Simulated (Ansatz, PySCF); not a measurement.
This Ansatz (a program for electronic structure) input computes a CAM-B3LYP/def2-TZVPD energy:

Ansatz 0.2 input:
```yaml
crystal:
  periodic: [false, false, false]
  atoms:
    - {symbol: C, position_ang: [1.70161440, -0.25838259, 0.02280429]}
    - {symbol: C, position_ang: [0.66537847, 0.51635584, 0.01308827]}
    - {symbol: Cl, position_ang: [-0.99344440, -0.10901309, -0.01506937]}
    - {symbol: H, position_ang: [1.99597846, -1.29178882, 0.02006940]}
    - {symbol: H, position_ang: [0.69061921, 1.59717185, 0.02075454]}
basis:
  gaussian:
    orbitals: def2-TZVPD
hamiltonian:
  xc: {name: CAM-B3LYP}
magnetization: {spin_polarized: true, initial_magnetization: 1}
output: {forces: true}
```

**Question.** Write an input for the same energy in PySCF and say what it gives.

**Answer.** 
```python
from pyscf import gto, scf, dft

mol = gto.M(
    atom='''
    C     1.70161440   -0.25838259    0.02280429
    C     0.66537847    0.51635584    0.01308827
    Cl   -0.99344440   -0.10901309   -0.01506937
    H     1.99597846   -1.29178882    0.02006940
    H     0.69061921    1.59717185    0.02075454
    ''',
    basis='def2-tzvpd',
    charge=0,
    spin=1,
    verbose=4,
)

mf = dft.UKS(mol, xc='camb3lyp').density_fit(auxbasis='def2-universal-jkfit')
mf.grids.level = 3
mf.conv_tol = 1e-9
mf.max_cycle = 100
mf.max_memory = 1500
mf.kernel()
if not mf.converged:
    mf = mf.newton()
    mf.kernel(mf.make_rdm1())
for _ in range(2):
    mo, _, stable, _ = mf.stability(return_status=True)
    if stable:
        break
    mf.kernel(mf.make_rdm1(mo, mf.mo_occ))
mf.analyze()
```
It gives -537.51321 Eh, and Ansatz -537.51317 Eh, a difference of 0.04 mEh, from the treatment of integrals and grids.

It need not be the lowest isomer of its formula.
